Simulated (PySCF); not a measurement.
Structure elucidation problem

An unknown has the formula C$_{5}$H$_{5}$NO. Its calculated NMR data are:

1H NMR (600 MHz, computed): δ 7.62 (d, J = 19.6 Hz, 1H), 7.38 (dd, J = 2.3, 1.5 Hz, 1H), 7.24 (d, J = 1.5 Hz, 1H), 7.00 (d, J = 19.6 Hz, 1H), 6.53 (d, J = 2.3 Hz, 1H).

13C{1H} NMR (computed): δ 145.2 (CH2), 143.8 (C), 139.8 (CH), 122.7 (CH), 108.5 (CH).

Isolated molecule, relativity neglected, single conformer. PBE0-D3(BJ)/def2-SVP geometry; couplings computed with B3LYP/pcJ-1 (spin–dipole term only in couplings to heteroatoms); NMR shieldings at KT3/pcSseg-2/GIAO; PySCF 2.14.

Shifts are taken against calculated references (same method and geometry level): 1H (σ = 31.35 ppm) and 13C (σ = 181.31 ppm) against TMS.

Problem. What is the structure?

Solution. 
1. The formula gives 4 degrees of unsaturation (1 ring in the answer).
2. 5 carbon signals for 5 carbons: no two carbons are equivalent.
3. Carbon types of the structure: 1 × C, 3 × CH, 1 × CH2, which accounts for all hydrogens.
4. δC 145.2: C=N carbon.
5. δC 143.8: aromatic carbon bearing nitrogen; an ipso carbon deshielded by its heteroatom.
6. δC 139.8, 122.7: aromatic CH next to the ring oxygen.
7. δC 108.5: aromatic CH.
8. δH 7.62, 7.00: hydrogen on a C=N carbon.
9. δH 7.38, 7.24: hydrogen on an aromatic CH next to the ring oxygen; ring-current deshielding.
10. δH 6.53: hydrogen on an aromatic CH; the ring current deshields protons in the ring plane.
11. The protons at 7.00 and 7.62 share a coupling of 19.6 Hz (geminal).

These data were computed for `C=Nc1ccoc1`.

The shifts were computed for this structure.

Multiplet labels drop couplings under 1 Hz and merge nearly equal ones. Unscaled 3J(H,H) at this level run about 10 % above measured values. Shifts are as computed, not scaled to solution data. Of 1211 compounds with measured shifts, 218 miss one by over three times the rms of a fit or turn the order of signals round; such compounds aren't used in these exercises.
